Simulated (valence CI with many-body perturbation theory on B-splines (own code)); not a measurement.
# E1 transitions of Re43+

Level of theory: relativistic CI+MBPT: four valence electrons over a frozen Dirac-Fock core [Ar] 3d10, radial functions for each j: 11 s, 11 p, 10 d, 8 f, 5 g, 2 h, with the one-electron correlation potential Σ1, the two-electron term Σ2, the three-electron term Σ3, Breit, model QED; selected CI, second order for the rest, scaled by the run's own slope (own B-spline code, finite nucleus).

No measured spectrum was set against this ion. As an estimate, large intervals hold to a few tenths of a per cent, small ones and those within an open d or f shell to about a per cent. Among the levels kept, up to 430 cm⁻¹ of a level comes from second order outside the variational space, and about a tenth of that is noise between levels of different J, which matters for small intervals.

Lines 1 to 50 of 551 in falling wavelength, among levels below 687.10 eV, chosen from the strongest by gf and those to the six lowest levels. Wavelengths and rates use the calculated energies. Electric multipoles are in the length gauge with retardation, E1 and E2 with the static RPA response of the core. Weak lines are less certain than strong ones. Lines between different terms over intervals too small for the method are left out, as are lines whose strength nearly cancels. Where a level lies close to another of its J and parity, the split of strength between their lines is uncertain. The highest levels of a list are the least certain.

Levels are named by their leading jj configuration (3d3/2^4 stands for four electrons in 3d with j = 3/2), which in mixed levels can hold well under half, so a name can repeat and another be missing. Letters in brackets count levels of one name in rising energy.

```csv
λ vac (nm),Upper,Lower,A (s⁻¹),log gf,Branch %
170.4,(4s 4p1/2^2 4p3/2) J=1,(4s^2 4p3/2^2) J=2,1.62e+05,-3.67,0.0
24.65,(4s^2 4p1/2 4d3/2) J=2,(4s^2 4p3/2^2) J=2,1.13e+07,-3.29,0.1
17.99,(4s^2 4p1/2 4d3/2) J=1,(4s^2 4p3/2^2) J=2,1.36e+08,-2.70,0.0
16.19,(4s^2 4p1/2 4d5/2) J=2,(4s^2 4p3/2^2) J=2,7.96e+08,-1.81,0.9
15.76,(4s 4p1/2 4d3/2^2) J=3,(4s^2 4d3/2^2) J=2,6.94e+09,-0.74,1.3
15.50,(4s^2 4p1/2 4d5/2) J=3,(4s^2 4p3/2^2) J=2,9.57e+08,-1.62,0.7
15.16,(4s 4p1/2 4p3/2 4d3/2) J=4,(4s^2 4p3/2 4d3/2) J=3,6.72e+09,-0.68,64.6
14.31,(4s 4p1/2 4d3/2 4d5/2) J=5,(4s^2 4d3/2 4d5/2) J=4,1.02e+10,-0.46,8.3
14.11,(4s 4p1/2 4p3/2 4f7/2) J=5 [d],(4s^2 4d5/2^2) J=4 [b],7.93e+09,-0.58,1.3
13.29,(4p1/2^2 4p3/2 4d5/2) J=4,(4s 4p1/2 4p3/2 4d5/2) J=3 [c],7.98e+09,-0.72,1.8
13.28,(4s 4p1/2 4p3/2^2) J=2 [a],(4s^2 4p3/2^2) J=2,9.19e+08,-1.92,0.2
13.19,(4s 4p1/2 4p3/2 4d5/2) J=5,(4s^2 4p3/2 4d5/2) J=4,1.45e+10,-0.38,100.0
13.15,(4s 4p1/2^2 4p3/2) J=2,(4s^2 4p1/2 4p3/2) J=2,1.05e+10,-0.87,44.6
12.92,(4s 4p1/2 4p3/2 4f5/2) J=4 [a],(4s^2 4p3/2 4f5/2) J=3,1.24e+10,-0.55,3.3
12.75,(4s 4p1/2 4p3/2 4d5/2) J=4 [c],(4s^2 4p3/2 4d5/2) J=3,9.92e+09,-0.66,1.3
12.73,(4s 4p1/2^2 4f5/2) J=3,(4s^2 4p1/2 4f5/2) J=2,1.27e+10,-0.67,13.3
12.69,(4p1/2^2 4p3/2 4d5/2) J=3,(4s 4p1/2 4p3/2 4d5/2) J=2 [d],1.38e+10,-0.63,1.7
12.68,(4s 4p1/2 4p3/2 4f7/2) J=6,(4s^2 4p3/2 4f7/2) J=5,1.19e+10,-0.43,5.5
12.68,(4s 4p1/2^2 4f7/2) J=4,(4s^2 4p1/2 4f7/2) J=4,9.74e+09,-0.68,6.0
12.58,(4s 4p1/2^2 4d5/2) J=3,(4s^2 4p1/2 4d5/2) J=3,1.08e+10,-0.74,4.2
12.57,(4s 4p1/2^2 4p3/2) J=2,(4s^2 4p1/2 4p3/2) J=1,1.31e+10,-0.81,55.4
12.51,(4s 4p1/2 4p3/2^2) J=3,(4s^2 4p3/2^2) J=2,1.33e+10,-0.66,4.8
12.40,(4s 4p1/2 4p3/2 4d5/2) J=3 [a],(4s^2 4p3/2 4d5/2) J=2,1.19e+10,-0.72,3.1
12.39,(4p1/2^2 4p3/2 4d5/2) J=3,(4s 4p1/2 4p3/2 4d5/2) J=3 [d],1.71e+10,-0.56,2.1
12.31,(4p1/2^2 4p3/2 4d5/2) J=4,(4s 4p1/2 4p3/2 4d5/2) J=4 [b],1.01e+10,-0.69,2.3
12.30,(4s 4p1/2 4d5/2^2) J=5,(4s^2 4d5/2^2) J=4 [a],1.09e+10,-0.57,2.1
12.28,(4p1/2^2 4p3/2 4d3/2) J=3,(4s 4p1/2 4p3/2 4d3/2) J=3 [b],1.19e+10,-0.73,2.0
12.22,(4p1/2^2 4p3/2 4d3/2) J=2,(4s 4p1/2 4p3/2 4d3/2) J=2 [b],1.67e+10,-0.73,4.5
12.17,(4s 4p1/2 4p3/2 4d5/2) J=2 [c],(4s^2 4p3/2 4d5/2) J=1,1.71e+10,-0.72,2.1
12.17,(4s 4p1/2 4p3/2 4f7/2) J=5 [b],(4s^2 4p3/2 4f7/2) J=4,1.10e+10,-0.57,3.3
12.16,(4s 4p1/2^2 4d5/2) J=3,(4s^2 4p1/2 4d5/2) J=2,1.26e+10,-0.71,4.9
12.06,(4s 4p1/2^2 4f7/2) J=4,(4s^2 4p1/2 4f7/2) J=3 [a],1.41e+10,-0.56,8.7
12.03,(4s 4p1/2^2 4f5/2) J=3,(4s^2 4p1/2 4f5/2) J=3,1.36e+10,-0.69,14.3
12.00,(4s 4p1/2^2 4d3/2) J=2,(4s^2 4p1/2 4d3/2) J=2,1.73e+10,-0.73,32.4
11.94,(4p1/2^2 4p3/2 4d5/2) J=1,(4s 4p1/2 4p3/2 4d5/2) J=2 [c],3.83e+10,-0.61,6.0
11.78,(4s 4p1/2^2 4d5/2) J=2,(4s^2 4p1/2 4d5/2) J=3,2.98e+10,-0.51,12.7
11.76,(4s 4p1/2^2 4f5/2) J=2,(4s^2 4p1/2 4f5/2) J=3,2.33e+10,-0.62,7.6
11.73,(4s 4p1/2 4p3/2 4f7/2) J=3 [d],(4s 4p3/2^2 4d3/2) J=2 [b],1.37e+10,-0.70,1.7
11.72,(4s 4p1/2 4p3/2 4d5/2) J=3 [d],(4s^2 4p3/2 4d5/2) J=3,1.70e+10,-0.61,1.5
11.71,(4s 4p1/2 4p3/2 4f5/2) J=4 [b],(4s^2 4d5/2^2) J=4 [a],1.00e+10,-0.73,1.6
11.61,(4p1/2^2 4p3/2 4d5/2) J=2,(4s 4p1/2 4p3/2 4d5/2) J=2 [b],2.45e+10,-0.61,4.4
11.54,(4s 4p1/2 4p3/2 4f5/2) J=3 [c],(4s^2 4p3/2 4f5/2) J=3,1.55e+10,-0.66,2.0
11.46,(4s 4p1/2 4p3/2 4d5/2) J=2 [d],(4s^2 4p3/2 4d5/2) J=3,2.19e+10,-0.67,1.6
11.44,(4s 4p1/2 4p3/2 4d5/2) J=4 [b],(4s^2 4p3/2 4d5/2) J=4,1.10e+10,-0.71,4.4
11.42,(4p1/2^2 4p3/2 4d5/2) J=3,(4s 4p1/2 4p3/2 4d5/2) J=4 [c],2.51e+10,-0.46,3.1
11.35,(4s 4p1/2^2 4p3/2) J=1,(4s^2 4p1/2 4p3/2) J=2,3.62e+10,-0.68,9.0
11.32,(4s 4p1/2 4p3/2 4f7/2) J=4 [d],(4s^2 4p3/2 4f7/2) J=5,2.83e+10,-0.31,4.5
11.28,(4p1/2^2 4p3/2 4d3/2) J=3,(4s^2 4p1/2 4f7/2) J=4,2.08e+10,-0.56,3.5
11.28,(4s 4p1/2 4p3/2 4f7/2) J=5 [c],(4s^2 4p3/2 4f7/2) J=5,1.92e+10,-0.40,3.8
11.26,(4s 4p1/2 4p3/2^2) J=1 [a],(4s^2 4p3/2^2) J=2,9.62e+09,-1.26,1.9
```

(1) How does gf follow from A for the line at 12.39 nm?

Answers

(1) gf = 1.4992 × (2J+1)_upper × A / σ², with σ = 806834 cm⁻¹ and 2J+1 = 7: gf = 0.276.
